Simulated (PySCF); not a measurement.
Compound: C6H7F3Si.
SMILES: `FC(F)(F)CC1=C[SiH2]C=C1`

Torsions of this conformer, `[F:1][C:2]([F:3])([F:4])[CH2:5][C:6]1=[CH:7][SiH2:8][CH:9]=[CH:10]1`: F1–C2–C5–C6 -62°, C2–C5–C6–C7 -104°.

The closed-shell ground state was solved at several levels (PySCF, density fitting, gas phase, non-relativistic). The structure is a single PBE0-D3(BJ)/def2-SVP conformer in the gas phase; no vibrational or solvent corrections.

| level | basis functions | total energy (Eh) | HOMO (eV) | LUMO (eV) | gap (eV) | dipole (D) |
| --- | --- | --- | --- | --- | --- | --- |
| PBE0/pcSseg-1 | 212 | -821.1139 | -7.04 | -1.79 | 5.25 | 1.85 |
| PBE0/def2-SVPD | 269 | -820.7193 | -7.06 | -1.81 | 5.25 | 1.93 |

What might PBE/pcSseg-1 (212 basis functions) give for the same quantities?

Total energy -821.0721 Eh, HOMO -6.00 eV, LUMO -2.65 eV, gap 3.35 eV, dipole 1.66 D.

How far do the dipole and the HOMO energy spread over the levels?

The dipole runs from 1.66 to 1.93 D (mean 1.81 D) and the HOMO from -7.06 to -6.00 eV.
